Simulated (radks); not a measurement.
The numbers below are computed, except where a source is named.
Species: Cs II. Configuration: [Xe].

Level of theory: non-relativistic Kohn-Sham, PBE, spin-polarised, spherical densities, point nucleus; relativity is left out, which matters for an element this heavy (a radial shooting solver on a logarithmic mesh with Libxc functionals).

Energy parts (eV):
| part | energy |
|---|---|
| total | -205607.07 |
| kinetic | 205535.38 |
| electron-nucleus | -487123.15 |
| Hartree | 81044.59 |
| exchange-correlation | -5063.90 |

Orbitals (lengths in bohr, moments of r in powers of bohr; <r^-3> diverges for s and p1/2; r(max) is where P^2 peaks):
| orbital | occ. | eigenvalue (eV) | <r> | r(max) | <r^-3> | <r^2> |
|---|---|---|---|---|---|---|
| 1s | 2 | -34237.57 | 0.02763 | 0.01830 | - | 0.001021 |
| 2s | 2 | -5233.346 | 0.1187 | 0.1009 | - | 0.01653 |
| 2p | 6 | -4931.789 | 0.1010 | 0.07883 | 5510 | 0.01239 |
| 3s | 2 | -1090.681 | 0.3132 | 0.2861 | - | 0.1119 |
| 3p | 6 | -962.4163 | 0.3034 | 0.2727 | 1051 | 0.1065 |
| 3d | 10 | -723.8157 | 0.2740 | 0.2212 | 172.7 | 0.08852 |
| 4s | 2 | -208.5889 | 0.7245 | 0.6702 | - | 0.5920 |
| 4p | 6 | -162.3966 | 0.7521 | 0.6850 | 214.3 | 0.6430 |
| 4d | 10 | -82.5649 | 0.8314 | 0.7185 | 28.05 | 0.8038 |
| 5s | 2 | -29.8304 | 1.812 | 1.611 | - | 3.697 |
| 5p | 6 | -18.6494 | 2.090 | 1.801 | 25.89 | 4.967 |

The highest occupied level is 5p at -18.649 eV. Virial ratio -V/T = 2.00035. Summed over all electrons, <r^2> = 52.14 bohr^2, which gives a Langevin (diamagnetic) susceptibility term of -41.3 x 10^-6 cm^3/mol.
